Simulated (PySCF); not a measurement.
Theory: delta-SCF UKS SCAN, pcX-2 on the ionised atom, pcseg-1 elsewhere, spin-free X2C in PySCF 2.14.0. Geometries: PBE0-D3(BJ)/def2-SVP; isolated species, one conformer each. Values against the vacuum level.

Question: Order these sites by rising C 1s binding energy.
A. C6 in `[CH3:1][SiH2:2][O:3][c:4]1[cH:5][cH:6][cH:7][cH:8][cH:9]1`
B. C1 in `[CH3:1][n:2]1[cH:3][cH:4][c:5]([F:6])[cH:7]1`
C. C4 in `[BH2:1][N:2]([BH2:3])[CH:4]=[CH2:5]`
D. C5 in `[CH2:1]=[C:2]1[CH:3]=[CH:4]/[C:5]1=[C:6](/[CH3:7])[O:8][SiH3:9]`
E. C6 in `[CH:1]#[C:2][C:3]1=[CH:4][C@@H:5]([CH3:6])[Si@@H:7]([OH:8])[CH2:9]1`
F. C2 in `[F:1][C@@H:2]1[O:3][CH2:4][O:5][CH2:6][C@@:7]1([F:8])[Cl:9]`

Answer: D (289.83 eV), A (290.14 eV), E (290.55 eV), C (291.67 eV), B (292.39 eV), F (295.28 eV).

From the lowest up, the atoms are bonded to: C (double bond) and 2 C (289.83); 2 C (aromatic in the SMILES) and H (290.14); C and 3 H (290.55); N, C (double bond) and H (291.67); N and 3 H (292.39); F, O, C and H (295.28).

Question: Order these sites by rising O 1s binding energy.
A. Oxygen in `O=S1(=O)[C@H]2CC[C@@H]1CC2`
B. Oxygen in `C=C1C=C/C1=C(/C)O[SiH3]`
C. O3 in `[F:1][C@@H:2]1[O:3][CH2:4][O:5][CH2:6][C@@:7]1([F:8])[Cl:9]`

Answer: A (537.28 eV), B (538.17 eV), C (539.68 eV).

The highest is bonded to 2 C, the lowest to S (double bond); the range is 2.40 eV.

Question: Order these sites by rising Si 1s binding energy.
A. Silicon in `C#CC1=C[C@@H](C)[Si@@H](O)C1`
B. Silicon in `C=C1C=C/C1=C(/C)O[SiH3]`
C. Silicon in `C[SiH2]Oc1ccccc1`

Answer: A (1846.71 eV), C (1847.17 eV), B (1847.48 eV).

The highest is bonded to O and 3 H, the lowest to O, 2 C and H; the range is 0.77 eV.

1 of these hole states is spin-contaminated (⟨S²⟩ 0.88, against 0.75; counted from 0.85) and less certain.
